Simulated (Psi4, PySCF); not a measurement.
Intermolecular potential of H4O4Si ··· H3N (SMILES O[Si](O)(O)O and N). Monomers: optimised at B3LYP-D3(BJ) (def2-TZVP), held rigid. Orientation: a higher rigid-body minimum at GFN2-xTB. The monomers approach along the line of their centres of mass (distance R); nothing else relaxes.

Geometry at R = 3.83 Å (first 9 atoms: monomer A):
```
13

O      0.7240     1.2020    -0.8400
Si     0.0002     0.0000     0.0001
O     -1.0581     0.7191     1.0186
O     -0.6546    -1.0097    -1.1072
O      0.9894    -0.9122     0.9295
H      0.9093     2.0181    -0.3689
H     -1.3610     0.2062     1.7720
H     -1.0312    -0.6123    -1.8963
H      1.4820    -1.6112     0.4922
N      1.1785     3.5456     0.5634
H      2.0838     3.6579     1.0051
H      0.9568     4.4207     0.1025
H      0.4969     3.4121     1.3016
```

Computed with: RHF/LANL2DZ = restricted Hartree-Fock/LANL2DZ, with its core potentials past Ne, no counterpoise correction run with PySCF; PBE0-D3(BJ)/def2-TZVP, counterpoise-corrected (Psi4); SCS-MP2/aug-cc-pVTZ = DF-SCS-MP2/aug-cc-pVTZ, frozen core, counterpoise-corrected (Psi4); HF/aug-cc-pVTZ, counterpoise-corrected (Psi4); PBE0/def2-TZVP, counterpoise-corrected (Psi4).

Interaction energies in kJ/mol (negative: bound); R is the distance of the centres of mass, d the H6···N10 distance.

```csv
R / Å,d / Å,RHF/LANL2DZ,PBE0-D3(BJ)/def2-TZVP,SCS-MP2/aug-cc-pVTZ,HF/aug-cc-pVTZ,PBE0/def2-TZVP
3.47,1.49,-27.49,-18.67,-3.66,12.04,-13.29
3.59,1.59,-40.59,-31.52,-18.67,-5.52,-26.51
3.83,1.81,-48.26,-39.87,-30.37,-21.29,-35.56
3.99,1.96,-46.35,-38.85,-30.93,-23.89,-35.01
4.22,2.17,-39.91,-33.89,-27.62,-22.77,-30.67
4.55,2.49,-29.43,-25.21,-20.70,-17.87,-22.76
4.79,2.72,-22.96,-19.60,-16.11,-14.21,-17.64
5.29,3.20,-13.58,-11.26,-9.30,-8.46,-10.05
6.04,3.94,-6.26,-5.02,-4.23,-3.97,-4.47
7.07,4.95,-2.44,-1.88,-1.66,-1.60,-1.69
8.35,6.22,-0.97,-0.71,-0.64,-0.63,-0.65
```

Lowest grid point: RHF/LANL2DZ -48.26 kJ/mol at R = 3.83 Å; PBE0-D3(BJ)/def2-TZVP -39.87 kJ/mol at R = 3.83 Å; SCS-MP2/aug-cc-pVTZ -30.93 kJ/mol at R = 3.99 Å; HF/aug-cc-pVTZ -23.89 kJ/mol at R = 3.99 Å; PBE0/def2-TZVP -35.56 kJ/mol at R = 3.83 Å.
